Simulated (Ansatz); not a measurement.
Geometry optimisation, Ansatz 0.2.0, RKS BHLYP/def2-SVP.

Input file:

```yaml
crystal:
  periodic: [false, false, false]
  atoms:
    - { symbol: Sn, position_ang: [0.0, 0.0, 0.0] }
    - { symbol: H, position_ang: [0.0, 0.0, 2.09] }
    - { symbol: H, position_ang: [1.6408, 0.0, -0.5794] }
    - { symbol: H, position_ang: [-0.8195, 1.4198, -0.5794] }
    - { symbol: H, position_ang: [-0.8195, -1.4198, -0.5794] }
    - { symbol: O, position_ang: [-2.1447, 0.0, 0.7126] }
    - { symbol: H, position_ang: [-2.6898, -0.6297, 0.1413] }
    - { symbol: H, position_ang: [-1.064, 0.0, 1.9402] }
basis:
  gaussian: { orbitals: def2-SVP }
hamiltonian:
  xc: { name: BHLYP }
relax:
  f_tol: 0.15
  max_steps: 25
  restrain:
    - { distance: [0, 5], at: 1.96, k: 30.0 }
    - { distance: [7, 1], at: 0.66, k: 30.0 }
    - { distance: [0, 1], at: 2.94, k: 30.0 }
    - { distance: [7, 5], at: 2.21, k: 30.0 }
output:
  orbitals: {}
```

Launched with:

```bash
$ ansatz run input.yaml --threads 1 --pin off --max-ram 2048MiB --backend cpu --events-out ev --progress --plain --runs-dir out
```

Problem. Where does it end, and by what steps?

Solution. The run converged. The restraints hold the end off the free minimum; the threshold counts their pulls, which the force column leaves out. Restrained pairs: Sn1–O6 (2.26 → 1.97 Å), H2–H8 (1.07 → 0.72 Å), Sn1–H2 (2.09 → 2.95 Å), O6–H8 (1.64 → 2.21 Å). After 18 steps the energy has fallen by 3.680 eV (the restraints' own energy left out); H5 moved furthest, 1.39 Å.

| step | energy less start (eV) | largest force component (eV/Å) | accepted |
| --- | --- | --- | --- |
| 0 | 0.0000 | 2.685 | yes |
| 1 | -0.7503 | 1.766 | yes |
| 2 | -1.1352 | 2.403 | yes |
| 3 | -1.9587 | 2.418 | yes |
| 4 | -2.6106 | 1.830 | yes |
| 5 | -3.0662 | 1.239 | yes |
| 6 | -3.3696 | 1.283 | yes |
| 7 | -3.5310 | 1.500 | yes |
| 8 | -3.5770 | 1.686 | yes |
| 9 | -3.5824 | 1.680 | yes |
| 10 | -3.6088 | 1.204 | no |
| 11 | -3.5958 | 1.433 | yes |
| 12 | -3.6057 | 1.403 | yes |
| 13 | -3.6274 | 1.520 | yes |
| 14 | -3.6597 | 1.353 | yes |
| 15 | -3.6722 | 1.317 | yes |
| 16 | -3.6541 | 1.494 | no |
| 17 | -3.6724 | 1.464 | yes |
| 18 | -3.6803 | 1.496 | yes |

```xyz
8
Properties=species:S:1:pos:R:3
Sn -0.437 -0.163 -0.436
H -0.009 0.769 2.326
H 0.996 -0.786 0.236
H -0.372 1.523 -0.678
H -0.831 -0.972 -1.894
O -1.905 -0.542 0.824
H -2.677 -0.936 0.424
H -0.662 0.477 2.344
```

Time of the run: 44 s on 1 thread of Arm Neoverse V2, with other jobs on the host, peak memory 0.13 GiB.
